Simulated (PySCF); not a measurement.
C₃HClF₂. Atoms are numbered in the order given.

```xyz
7

F     -2.7867    -0.7929    -0.3150
C     -1.8136    -0.0588    -0.8631
C     -0.5650    -0.1071    -0.4742
C      0.6890    -0.0983    -0.1080
F      1.6178    -0.8971    -0.6217
Cl     1.3437     0.9538     1.1044
H     -2.1845     0.5809    -1.6728
```

Geometry: B3LYP-D3(BJ)/def2-SVP. The structure was generated by enumeration; whether it is a known compound was not checked.

These are B3LYP-D3(BJ)/def2-SVP run with PySCF 2.14.0 values and carry that method's errors.

Frequencies are harmonic and unscaled.

```
mode  ν (cm⁻¹)  IR (km/mol)  Raman (Å⁴/amu)  depolarisation  moving atoms (share of kinetic energy)
----  --------  -----------  --------------  --------------  --------------------------------------
1          104          0.1             2.5            0.71                 F 43 %, Cl 31 %, C 26 %
2          129          0.5             1.4            0.75                          C 49 %, F 46 %
3          281          7.0             6.9            0.72          C 46 %, F 23 %, H 23 %, Cl 8 %
4          366          3.7             5.2            0.59                 F 55 %, C 25 %, Cl 16 %
5          496          0.6             5.0            0.21                 C 38 %, Cl 33 %, F 28 %
6          520          5.1             2.8            0.72                 C 74 %, Cl 13 %, F 11 %
7          584         10.7             6.2            0.35                          C 67 %, F 30 %
8          728        107.3             6.6            0.13                          C 69 %, F 21 %
9          882          4.1             4.1            0.74                          H 66 %, C 33 %
10        1054        254.3             7.5            0.19                          C 74 %, F 21 %
11        1153        309.7             1.8            0.59                          C 60 %, F 37 %
12        1285         32.1            11.1            0.59                   H 75 %, C 17 %, F 8 %
13        1488         20.3             1.8            0.64                          C 79 %, H 15 %
14        2097        452.3             0.5            0.35                                  C 99 %
15        3168          5.3           156.6            0.27                           H 91 %, C 9 %
```
